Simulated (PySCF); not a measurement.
Correlation energy of Cl+ (chlorine, charge +1)

[Ne] 3s2 3p4, high-spin 3P determinant. Computed with PySCF 2.14 in cc-pVDZ-DK, with scalar relativity by spin-free X2C-1e. Frozen: [Ne]; 6 electrons correlated.

MP2 pair energies summed by pair of shells (mhartree):

```tsv
pair	energy	share (%)
3p-3p	-42.44	48.6
3s-3p	-37.84	43.3
3s-3s	-7.11	8.1
```

Total MP2 correlation energy: -87.40 mhartree.

Same-spin part -21.48 and opposite-spin part -65.92 mhartree; SCS-MP2 scales them by 1/3 and 6/5 to -86.26 mhartree.

```tsv
level	correlation energy (mhartree)
CCSD	-106.44
(T)	-1.07
CCSD(T)	-107.51
```

Diagnostics: T1 = 0.0061, D1 = 0.0207, largest double amplitude 0.052.

Cost of the coupled-cluster step: 0.09 s of wall time on 1 thread of Intel(R) Xeon(R) Platinum 8488C (shared host), for 6 correlated electrons.

Iterations:

```
CC2 = 0
CCSD nocc = (np.int64(4), np.int64(2)), nmo = (13, 13)
frozen orbitals [[0, 1, 2, 3, 4], [0, 1, 2, 3, 4]]
max_cycle = 100
direct = 0
conv_tol = 1e-08
conv_tol_normt = 1e-06
diis_space = 8
diis_start_cycle = 0
Init t2, MP2 energy = -0.0873959452609203
Init E_corr(UCCSD) = -0.0873959452617398
cycle = 1  E_corr(UCCSD) = -0.102147595815688  dE = -0.0147516506  norm(t1,t2) = 0.0354416
cycle = 2  E_corr(UCCSD) = -0.105166503723905  dE = -0.00301890791  norm(t1,t2) = 0.0110426
cycle = 3  E_corr(UCCSD) = -0.106459663224531  dE = -0.0012931595  norm(t1,t2) = 0.004112
cycle = 4  E_corr(UCCSD) = -0.10643597867018  dE = 2.36845544e-05  norm(t1,t2) = 0.000398745
cycle = 5  E_corr(UCCSD) = -0.106440343080438  dE = -4.36441026e-06  norm(t1,t2) = 8.78725e-05
cycle = 6  E_corr(UCCSD) = -0.106439747101958  dE = 5.9597848e-07  norm(t1,t2) = 1.8125e-05
cycle = 7  E_corr(UCCSD) = -0.106439914446224  dE = -1.67344266e-07  norm(t1,t2) = 3.14835e-06
cycle = 8  E_corr(UCCSD) = -0.106439856013485  dE = 5.84327383e-08  norm(t1,t2) = 4.17953e-07
cycle = 9  E_corr(UCCSD) = -0.10643986340817  dE = -7.39468481e-09  norm(t1,t2) = 7.06378e-08
UCCSD converged
E(UCCSD) = -460.551379409711  E_corr = -0.1064398634081701
UCCSD(T) correction = -0.00106894419072959
```
